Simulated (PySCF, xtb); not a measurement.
ClH₆NSi₃, SMILES [SiH2]1N[SiH2][SiH]1Cl.

GFN2-xTB run with xtb at its own geometry gives an orbital gap of 3.47 eV and a dipole moment of 1.83 D.

Geometry optimised at PBE0-D3(BJ)/def2-SVP. The structure was generated by enumeration, and PubChem lists no compound with its InChIKey, so it may never have been made.

### Question
What does HF/def2-TZVP (PySCF) give? (The exact figures need the calculation; the answer reports its results.)

### Answer
gap 11.70 eV (levels -9.62 and 2.08 eV), dipole 2.15 D.
